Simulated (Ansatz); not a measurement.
Input and output for C3H8Ge (`C=C[CH2][GeH3]`).

```yaml
crystal:
  periodic: [false, false, false]
  atoms:
    - {symbol: C, position_ang: [-1.209115, 1.668451, 0.024365]}
    - {symbol: C, position_ang: [-0.122453, 1.025183, 0.434322]}
    - {symbol: C, position_ang: [-0.043098, -0.427954, 0.728822]}
    - {symbol: Ge, position_ang: [0.939268, -1.388112, -0.686004]}
    - {symbol: H, position_ang: [-2.158037, 1.155880, -0.101659]}
    - {symbol: H, position_ang: [-1.188172, 2.728501, -0.197747]}
    - {symbol: H, position_ang: [0.805528, 1.584430, 0.542461]}
    - {symbol: H, position_ang: [-1.037443, -0.873777, 0.807004]}
    - {symbol: H, position_ang: [0.486652, -0.614739, 1.667216]}
    - {symbol: H, position_ang: [2.319386, -0.737971, -0.890105]}
    - {symbol: H, position_ang: [0.148446, -1.310586, -2.002098]}
    - {symbol: H, position_ang: [1.135940, -2.864308, -0.292675]}
basis:
  gaussian: {orbitals: def2-TZVP}
hamiltonian: {xc: {name: wB97X}, pseudopotentials: {relativity: none}}
output: {forces: true}
```

```sh
$ ansatz run in.yaml --threads 4 --pin off --events-out ev --progress --plain --max-ram 10444MiB
```

It prints (some lines left out):

```
Functional definition: wB97X
1281 factors; their error is unknown
345 factors; integrals over basis functions are off by at most 1.2e-5 eV
mean field evaluation 1: about -59756.1431 eV, gradient 4.4e1 eV
mean field evaluation 2: about -59758.0214 eV, gradient 3.5e1 eV
mean field evaluation 4: about -59760.3207 eV, gradient 1.9e0 eV
mean field evaluation 8: about -59760.3274 eV, gradient 6.4e-2 eV
mean field evaluation 16: about -59760.4752 eV, gradient 2.0e-4 eV
mean field -59760.47524911 eV, -2196.1569582999 hartree, gradient 8.5e-5 eV, S^2 0.000000; 0 other end points of the search recorded, 0 dependent functions left out
reference -59760.47521297 eV, -2196.1569569717 hartree; 29, 29 occupied and 160, 160 virtual orbitals, 1281 factors
Total energy: -59760.47521297 eV, -2196.1569569717 hartree
Atom 0 at    -1.209115     1.668451     0.024365 Å, force     0.097233    -0.047339     0.033866 eV/Å
Atom 1 at    -0.122453     1.025183     0.434322 Å, force    -0.110346     0.273134    -0.065071 eV/Å
Atom 2 at    -0.043098    -0.427954     0.728822 Å, force     0.088638    -0.304581    -0.034022 eV/Å
Atom 3 at     0.939268    -1.388112    -0.686004 Å, force    -0.021568     0.007874     0.033442 eV/Å
Atom 4 at    -2.158037     1.155880    -0.101659 Å, force     0.013643    -0.000909     0.006775 eV/Å
Atom 5 at    -1.188172     2.728501    -0.197747 Å, force     0.004857    -0.015711     0.003190 eV/Å
Atom 6 at     0.805528     1.584430     0.542461 Å, force    -0.021348     0.000703    -0.002647 eV/Å
Atom 7 at    -1.037443    -0.873777     0.807004 Å, force     0.015843     0.027445     0.018760 eV/Å
Atom 8 at     0.486652    -0.614739     1.667216 Å, force    -0.045122     0.026707    -0.013922 eV/Å
Atom 9 at     2.319386    -0.737971    -0.890105 Å, force    -0.032756    -0.013695     0.004290 eV/Å
Atom 10 at     0.148446    -1.310586    -2.002098 Å, force     0.018712    -0.001224     0.029416 eV/Å
Atom 11 at     1.135940    -2.864308    -0.292675 Å, force    -0.007787     0.047597    -0.014077 eV/Å
Dipole moment:    -0.013231    -0.016443     0.100852 e Å
```

Hardware: 4 threads of an Intel Xeon Platinum 8488C on a shared host. Wall time 4.8 s, peak host memory 0.62 GiB.
